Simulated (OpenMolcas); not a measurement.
**AsS at 2.027 Å: OpenMolcas input and output**

Input (each module block was a call of its own in one work directory; start orbitals came from a preliminary run):

```
&GATEWAY
Coord
2
angstrom
As 0.0 0.0 0.0
S 0.0 0.0 2.0270
Basis=ANO-RCC-VTZP
Group=XY
RX2C
AMFI
ANGMom
0.0 0.0 0.0
RICD
&SEWARD
&GUESSORB
* RASSCF and CASPT2 blocks for each multiplicity and irrep, as for the first:
&RASSCF
FileOrb=$CurrDir/o22.orb
Symmetry=2
Spin=2
nActEl=7 0 0
Inactive=13 8
RAS2=2 4
CIRoot=8 8 1
Linear
Iterations=120 100
OrbListing=Nothing
PRWF=0.15
>>COPY $Project.RasOrb $CurrDir/o22.orb
>>COPY $Project.rasscf.h5 $CurrDir/r22.h5
&CASPT2
XMultistate=all
Imaginary=0.2
IPEA=0.25
MaxIter=40
>>COPY $Project.JobMix JOB001
&RASSI
Nr of JobIphs=4 8 2 2 5
1 2 3 4 5 6 7 8
1 2
1 2
1 2 3 4 5
SpinOrbit
EJob
Omega
MEES
MESO
Properties=4
'AngMom' 3 'Mltpl  1' 1 'Mltpl  1' 2 'Mltpl  1' 3
Thrs=1.0d-4
>>COPY $Project.rassi.h5 $CurrDir/so.h5
```

```bash
pymolcas m.inp
```

C2 symmetry about the axis (a holds Σ, Δ, Γ; b holds Π, Φ, H; Σ⁺ and Σ⁻ are not told apart); roots by multiplicity and irrep: 2b 8, 4b 2, 4a 2, 2a 5.

RASSI part of the output, in excerpt:

```
SPIN-FREE ENERGIES:
  (Shifted by EMIN (a.u.) =      -2657.9589063054)
 SF State       Relative EMIN(au)   Rel lowest level(eV)    D:o, cm**(-1)      Abs_M
     1             0.0000000000        0.0000000000              0.0000         1.0
     2             0.0000000000        0.0000000000              0.0000         1.0
     9             0.0958972788        2.6094978926          21047.0199         1.0
    10             0.0958972796        2.6094979140          21047.0201         1.0
    11             0.1155546600        3.1444024852          25361.3164         0.0
     3             0.1184478035        3.2231289298          25996.2880         1.0
     4             0.1184478035        3.2231289298          25996.2880         1.0
    13             0.1401634572        3.8140419714          30762.3231         0.0
     6             0.1402033549        3.8151276436          30771.0796         3.0
     5             0.1402033549        3.8151276436          30771.0796         3.0
    14             0.1617795229        4.4022450838          35506.5011         2.0
    15             0.1618959275        4.4054126145          35532.0490         2.0
    16             0.1662210898        4.5231062772          36481.3124         0.0
     7             0.1688229962        4.5939077575          37052.3649         1.0
     8             0.1688229962        4.5939077575          37052.3649         1.0
    17             0.1848990436        5.0313592920          40580.6494         0.0
    12             0.2303067674        6.2669664035          50546.4929         0.0
++ Dipole transition strengths (spin-free states):
     for osc. strength at least  1.00000000E-05
      From   To        Osc. strength     Einstein coefficients Ax, Ay, Az (sec-1)    Total A (sec-1)
         1    3       6.40947615E-05  0.00000000E+00  0.00000000E+00  2.88926543E+04  2.88926543E+04
         1    4       7.28529622E-04  0.00000000E+00  0.00000000E+00  3.28406785E+05  3.28406785E+05
         1   13       2.78409711E-04  1.15850753E+04  1.64152595E+05  0.00000000E+00  1.75737670E+05
         1   14       1.12839854E-03  9.47454480E+05  1.44563585E+03  0.00000000E+00  9.48900116E+05
         1   15       1.13455133E-03  1.38664492E+03  9.54060972E+05  0.00000000E+00  9.55447617E+05
         1   16       2.42107508E-03  2.00894780E+06  1.40324254E+05  0.00000000E+00  2.14927205E+06
         1    7       2.89991725E-04  0.00000000E+00  0.00000000E+00  2.65558188E+05  2.65558188E+05
         1    8       1.80972565E-03  0.00000000E+00  0.00000000E+00  1.65724544E+06  1.65724544E+06
         1   17       1.50129369E-03  1.09363136E+05  1.53973261E+06  0.00000000E+00  1.64909575E+06
         2    3       7.28529613E-04  0.00000000E+00  0.00000000E+00  3.28406780E+05  3.28406780E+05
         2    4       6.40947594E-05  0.00000000E+00  0.00000000E+00  2.88926534E+04  2.88926534E+04
         2   13       2.78409696E-04  1.64152584E+05  1.15850761E+04  0.00000000E+00  1.75737661E+05
         2   14       1.12839807E-03  1.44564008E+03  9.47454082E+05  0.00000000E+00  9.48899722E+05
         2   15       1.13455137E-03  9.54061000E+05  1.38664921E+03  0.00000000E+00  9.55447649E+05
         2   16       2.42107551E-03  1.40324218E+05  2.00894822E+06  0.00000000E+00  2.14927244E+06
         2    7       1.80972567E-03  0.00000000E+00  0.00000000E+00  1.65724546E+06  1.65724546E+06
         2    8       2.89991726E-04  0.00000000E+00  0.00000000E+00  2.65558188E+05  2.65558188E+05
         2   17       1.50129372E-03  1.53973264E+06  1.09363132E+05  0.00000000E+00  1.64909578E+06
         9   11       7.54559554E-04  9.30022250E+03  6.79682530E+01  0.00000000E+00  9.36819075E+03
         9   12       1.93576439E-04  8.20704604E+02  1.11542273E+05  0.00000000E+00  1.12362977E+05
        10   11       7.54559524E-04  6.79682449E+01  9.30022138E+03  0.00000000E+00  9.36818962E+03
        10   12       1.93576438E-04  1.11542271E+05  8.20704585E+02  0.00000000E+00  1.12362975E+05
         3   14       2.49105736E-04  1.71494547E+03  1.33132369E+04  0.00000000E+00  1.50281824E+04
         3   15       4.05581588E-04  2.24289389E+04  2.17083831E+03  0.00000000E+00  2.45997772E+04
         3   16       7.65192070E-04  1.48825443E+04  4.12289170E+04  0.00000000E+00  5.61114613E+04
         3    7       4.47645774E-05  0.00000000E+00  0.00000000E+00  3.64988191E+03  3.64988191E+03
         3    8       2.71821946E-05  0.00000000E+00  0.00000000E+00  2.21630151E+03  2.21630151E+03
         3   17       1.19438429E-04  1.23551877E+04  4.59057591E+03  0.00000000E+00  1.69457637E+04
         4   14       2.49105657E-04  1.33132308E+04  1.71494677E+03  0.00000000E+00  1.50281776E+04
         4   15       4.05581622E-04  2.17083898E+03  2.24289402E+04  0.00000000E+00  2.45997792E+04
         4   16       7.65192121E-04  4.12289242E+04  1.48825408E+04  0.00000000E+00  5.61114650E+04
         4    7       2.71821946E-05  0.00000000E+00  0.00000000E+00  2.21630151E+03  2.21630151E+03
         4    8       4.47645766E-05  0.00000000E+00  0.00000000E+00  3.64988185E+03  3.64988185E+03
         4   17       1.19438429E-04  4.59057603E+03  1.23551877E+04  0.00000000E+00  1.69457637E+04
        13   17       7.50467375E-05  0.00000000E+00  0.00000000E+00  4.82557388E+03  4.82557388E+03
         6   14       3.96109354E-04  1.43094192E+01  5.91050307E+03  0.00000000E+00  5.92481249E+03
         6   15       3.21883039E-04  4.86213119E+03  4.52978694E+00  0.00000000E+00  4.86666098E+03
         5   14       3.96109339E-04  5.91050284E+03  1.43094216E+01  0.00000000E+00  5.92481227E+03
         5   15       3.21883044E-04  4.52978623E+00  4.86213127E+03  0.00000000E+00  4.86666106E+03
        14    7       1.71374052E-05  3.20939872E+00  2.41073935E+01  0.00000000E+00  2.73167922E+01
        14    8       1.71374082E-05  2.41073991E+01  3.20939791E+00  0.00000000E+00  2.73167970E+01
        15    7       1.61699379E-05  2.20907967E+01  2.83897084E+00  0.00000000E+00  2.49297676E+01
        15    8       1.61699363E-05  2.83897152E+00  2.20907936E+01  0.00000000E+00  2.49297652E+01
         7   17       4.23747820E-04  3.46589794E+03  5.27589121E+01  0.00000000E+00  3.51865685E+03
         8   17       4.23747822E-04  5.27589127E+01  3.46589795E+03  0.00000000E+00  3.51865686E+03
 Electric-quadrupole - electric-quadrupole not included
 Electric-dipole - electric-octupole not included
 Electric-dipole - magnetic-quadrupole not included
   Eigenvalues of complex Hamiltonian:
  (Shifted by EMIN (a.u.) =      -2657.9589063054)
 SO State       Relative EMIN(au)   Rel lowest level(eV)    D:o, cm**(-1)      Omega
     1            -0.0021946391        0.0000000000              0.0000         0.5
     2            -0.0021946391        0.0000000000              0.0000         0.5
     3             0.0019506734        0.1127996982            909.7909         1.5
     4             0.0019506734        0.1127996982            909.7909         1.5
     5             0.0948476238        2.6406544962          21298.3149         2.5
     6             0.0948476238        2.6406544962          21298.3149         2.5
     7             0.0951988807        2.6502126855          21375.4069         1.5
     8             0.0951988807        2.6502126855          21375.4069         1.5
     9             0.0959349486        2.6702421124          21536.9551         0.5
    10             0.0959349486        2.6702421124          21536.9551         0.5
    11             0.0969354543        2.6974672597          21756.5407         0.5
    12             0.0969354543        2.6974672597          21756.5407         0.5
    13             0.1153484310        3.1985098797          25797.7220         0.5
    14             0.1153484310        3.1985098797          25797.7220         0.5
    15             0.1155268509        3.2033649321          25836.8806         1.5
    16             0.1155268509        3.2033649321          25836.8806         1.5
    17             0.1183167740        3.2792826094          26449.1980         1.5
    18             0.1183167740        3.2792826094          26449.1980         1.5
    19             0.1187214690        3.2902949193          26538.0182         0.6
    20             0.1187214690        3.2902949193          26538.0182         0.6
    21             0.1391682633        3.8466805375          31025.5709         3.5
    22             0.1391682633        3.8466805375          31025.5709         3.5
    23             0.1401830393        3.8742939995          31248.2885         0.5
    24             0.1401830393        3.8742939995          31248.2885         0.5
    25             0.1412233865        3.9026032891          31476.6183         2.5
    26             0.1412233865        3.9026032891          31476.6183         2.5
    27             0.1618012070        4.4625543106          35992.9279         1.9
    28             0.1618012070        4.4625543106          35992.9279         1.9
    29             0.1619210811        4.4658162504          36019.2372         2.2
    30             0.1619210811        4.4658162504          36019.2372         2.2
    31             0.1658564595        4.5729033521          36882.9529         0.5
    32             0.1658564595        4.5729033521          36882.9529         0.5
    33             0.1679494415        4.6298562929          37342.3094         1.5
    34             0.1679494415        4.6298562929          37342.3094         1.5
    35             0.1703271615        4.6945573504          37864.1586         0.5
    36             0.1703271615        4.6945573504          37864.1586         0.5
    37             0.1855388759        5.1084891868          41202.7440         0.5
    38             0.1855388759        5.1084891868          41202.7440         0.5
    39             0.2303245518        6.3271695119          51032.0637         0.5
    40             0.2303245518        6.3271695119          51032.0637         0.5
    41             0.2303393877        6.3275732173          51035.3198         1.5
    42             0.2303393877        6.3275732173          51035.3198         1.5
 Weights of the five most important spin-orbit-free states for each spin-orbit state.
 SO State  Total energy (au)           Spin-free states, spin, and weights
    1        -0.002195       1 0.5  0.4997    2 0.5  0.4997   11 1.5  0.0002   17 0.5  0.0002   13 0.5  0.0001
    2        -0.002195       1 0.5  0.4997    2 0.5  0.4997   11 1.5  0.0002   17 0.5  0.0002   13 0.5  0.0001
    3         0.001951       2 0.5  0.4994    1 0.5  0.4994   11 1.5  0.0006   14 0.5  0.0002   15 0.5  0.0002
    4         0.001951       2 0.5  0.4994    1 0.5  0.4994   11 1.5  0.0006   14 0.5  0.0002   15 0.5  0.0002
    5         0.094848       9 1.5  0.5000   10 1.5  0.5000   14 0.5  0.0000   15 0.5  0.0000    5 0.5  0.0000
    6         0.094848       9 1.5  0.5000   10 1.5  0.5000   14 0.5  0.0000   15 0.5  0.0000    5 0.5  0.0000
    7         0.095199       9 1.5  0.4953   10 1.5  0.4953    3 0.5  0.0030    4 0.5  0.0030    7 0.5  0.0016
    8         0.095199       9 1.5  0.4953   10 1.5  0.4953    3 0.5  0.0030    4 0.5  0.0030    7 0.5  0.0016
    9         0.095935      10 1.5  0.4962    9 1.5  0.4962    4 0.5  0.0023    3 0.5  0.0023    8 0.5  0.0012
   10         0.095935      10 1.5  0.4962    9 1.5  0.4962    4 0.5  0.0023    3 0.5  0.0023    8 0.5  0.0012
   11         0.096935      10 1.5  0.4998    9 1.5  0.4998   11 1.5  0.0003   16 0.5  0.0000   12 1.5  0.0000
   12         0.096935      10 1.5  0.4998    9 1.5  0.4998   11 1.5  0.0003   16 0.5  0.0000   12 1.5  0.0000
   13         0.115348      11 1.5  0.9887    4 0.5  0.0038    3 0.5  0.0038   17 0.5  0.0030   10 1.5  0.0002
   14         0.115348      11 1.5  0.9887    4 0.5  0.0038    3 0.5  0.0038   17 0.5  0.0030   10 1.5  0.0002
   15         0.115527      11 1.5  0.9633    4 0.5  0.0180    3 0.5  0.0180    1 0.5  0.0003    2 0.5  0.0003
   16         0.115527      11 1.5  0.9633    4 0.5  0.0180    3 0.5  0.0180    1 0.5  0.0003    2 0.5  0.0003
   17         0.118317       3 0.5  0.4780    4 0.5  0.4780   11 1.5  0.0359   10 1.5  0.0033    9 1.5  0.0033
   18         0.118317       3 0.5  0.4780    4 0.5  0.4780   11 1.5  0.0359   10 1.5  0.0033    9 1.5  0.0033
   19         0.118721       4 0.5  0.4928    3 0.5  0.4928   11 1.5  0.0074   10 1.5  0.0022    9 1.5  0.0022
   20         0.118721       4 0.5  0.4928    3 0.5  0.4928   11 1.5  0.0074   10 1.5  0.0022    9 1.5  0.0022
   21         0.139168       6 0.5  0.4998    5 0.5  0.4998   13 0.5  0.0003    8 0.5  0.0000    7 0.5  0.0000
   22         0.139168       6 0.5  0.4998    5 0.5  0.4998   13 0.5  0.0003    8 0.5  0.0000    7 0.5  0.0000
   23         0.140183      13 0.5  0.9994    5 0.5  0.0002    6 0.5  0.0002    2 0.5  0.0001    1 0.5  0.0001
   24         0.140183      13 0.5  0.9994    5 0.5  0.0002    6 0.5  0.0002    2 0.5  0.0001    1 0.5  0.0001
   25         0.141223       5 0.5  0.4996    6 0.5  0.4996   14 0.5  0.0004   15 0.5  0.0003    7 0.5  0.0000
   26         0.141223       5 0.5  0.4996    6 0.5  0.4996   14 0.5  0.0004   15 0.5  0.0003    7 0.5  0.0000
   27         0.161801      14 0.5  0.9819   15 0.5  0.0154    8 0.5  0.0011    7 0.5  0.0011    6 0.5  0.0001
   28         0.161801      14 0.5  0.9819   15 0.5  0.0154    8 0.5  0.0011    7 0.5  0.0011    6 0.5  0.0001
   29         0.161921      15 0.5  0.9824   14 0.5  0.0158    7 0.5  0.0006    8 0.5  0.0006    5 0.5  0.0002
   30         0.161921      15 0.5  0.9824   14 0.5  0.0158    7 0.5  0.0006    8 0.5  0.0006    5 0.5  0.0002
   31         0.165856      16 0.5  0.9796   17 0.5  0.0190    7 0.5  0.0006    8 0.5  0.0006   11 1.5  0.0001
   32         0.165856      16 0.5  0.9796   17 0.5  0.0190    7 0.5  0.0006    8 0.5  0.0006   11 1.5  0.0001
...
```

Only roots inside an energy window near the equilibrium distance were included, so the list of states is not complete; labels number the states computed. Each spin and symmetry block has orbitals of its own, averaged over its own roots, so gaps between blocks are less sure than gaps within one and near the minimum can be off by tenths of an eV, in bad cases by more. No Rydberg orbitals are active, so Rydberg states, and σ→σ* states whose orbital the CASSCF left unused, can be missing between those listed. CASPT2 splits the two components of degenerate states numerically, here by up to 26 cm⁻¹.
